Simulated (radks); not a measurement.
Q: These are the eigenvalues of the occupied orbitals of an atom or ion with whole-number occupations (eV). Method: scalar-relativistic Kohn-Sham, HCTH/407, spin-polarised, spherical densities, point nucleus; computed with a radial shooting solver on a logarithmic mesh with Libxc functionals.

| orbital | eigenvalue |
|---|---|
| 1s up | -90708.23 |
| 1s down | -90708.18 |
| 2s up | -16344.79 |
| 2s down | -16344.76 |
| 2p up | -13990.32 |
| 2p down | -13990.30 |
| 3s up | -3979.888 |
| 3s down | -3979.863 |
| 3p up | -3307.209 |
| 3p down | -3307.184 |
| 3d up | -2632.650 |
| 3d down | -2632.629 |
| 4s up | -946.7099 |
| 4s down | -946.6722 |
| 4p up | -726.1485 |
| 4p down | -726.1038 |
| 4d up | -474.3517 |
| 4d down | -474.2984 |
| 5s up | -200.1268 |
| 5s down | -200.0568 |
| 4f up | -196.6429 |
| 4f down | -196.5855 |
| 5p up | -137.9999 |
| 5p down | -137.8874 |
| 5d up | -68.5216 |
| 5d down | -68.1079 |
| 6s up | -51.5268 |

Which element is it, and in what charge state? The configuration may be excited. Open shells, if any, are filled with parallel spins first.

A: Z = 83, bismuth, charge +4: Bi4+ in [Xe] 4f14 5d10 6s1. The list shows which subshells hold electrons but not how many an open one holds; the 1s level, -3333.5 hartree, gives Z - s = 81.7 by -(Z - s)^2/2, which with screening and relativity narrows Z to a few neighbours, and the depths of the outer levels then fix element, charge and occupations together.
